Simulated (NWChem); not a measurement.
System: SiO2 anion, doublet

```xyz
3

O     -1.4759     0.0000    -0.2738
Si     0.0000     0.0000     0.2934
O      1.4759     0.0000    -0.2738
```
Atoms are numbered in this order, from 1.

Results from NWChem. Pople sets run with spherical d functions. Spin-unrestricted. In the optimisation the excess spin sits in a1 (C2v, its own frame). Sets without diffuse functions describe the anion's extra electron poorly. All runs use the structure optimised with B3LYP/def2-SVPD, spin-unrestricted. No stability test was run on the SCF state. Atomic charges in e: unrestrained fits to the electrostatic potential beside Mulliken populations; the two definitions need not agree.

Q: Estimate the computed values for UHF/6-31G*. Quantities: ESP O1; Mulliken O1; ESP Si2; Mulliken Si2; ESP O3; Mulliken O3; relative RMS misfit of the potential (%).

A: 
```yaml
ESP O1: -0.73
Mulliken O1: -0.88
ESP Si2: 0.46
Mulliken Si2: 0.75
ESP O3: -0.73
Mulliken O3: -0.88
relative RMS misfit of the potential (%): 7
```
